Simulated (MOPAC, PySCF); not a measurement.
[Mo(OH)6], neutral singlet in the gas phase. 

Cartesian coordinates (Å):
```xyz
13

Mo    -0.2291    -0.1214    -0.3267
O     -1.5364     0.3398    -1.7016
H     -2.3328     0.7451    -1.3059
O     -1.5141     0.6911     0.9001
H     -2.1823     0.0317     1.1722
O      0.7463    -0.4206    -1.9188
H      0.3313    -0.1000    -2.7457
O      1.1323    -1.0228     0.7338
H      1.9472    -0.4974     0.8527
O     -1.1021    -1.7652     0.0730
H     -0.6276    -2.3063     0.7369
O      0.6685     1.5080     0.0559
H      0.4043     1.9527     0.8857
```
Charge 0, multiplicity 1.

All levels are single points at this geometry (TPSS-D3(BJ)/def2-SVP); Pople sets use spherical d functions. Orbital energies aren't observables, and empty levels follow the basis.

PBE/6-31G* (LANL2DZ on Mo) in PySCF gives HOMO (eV) = -6.78.

**Question.** Estimate the HOMO (eV) from each of these levels: B3LYP-D3(BJ)/def2-TZVP in PySCF; TPSSh-D3(BJ)/def2-TZVP in PySCF; B3LYP/6-31G* (LANL2DZ on Mo) in PySCF; B3LYP/LANL2DZ in PySCF; BP86/6-31G* (LANL2DZ on Mo) in PySCF; SVWN5/6-31G* (LANL2DZ on Mo) in PySCF; HF/6-31G* (LANL2DZ on Mo) in PySCF; AM1 in MOPAC.

**Answer.** 
```tsv
level	HOMO (eV)
B3LYP-D3(BJ)/def2-TZVP in PySCF	-8.56
TPSSh-D3(BJ)/def2-TZVP in PySCF	-7.90
B3LYP/6-31G* (LANL2DZ on Mo) in PySCF	-8.20
B3LYP/LANL2DZ in PySCF	-8.57
BP86/6-31G* (LANL2DZ on Mo) in PySCF	-6.90
SVWN5/6-31G* (LANL2DZ on Mo) in PySCF	-6.96
HF/6-31G* (LANL2DZ on Mo) in PySCF	-12.97
AM1 in MOPAC	-12.38
```
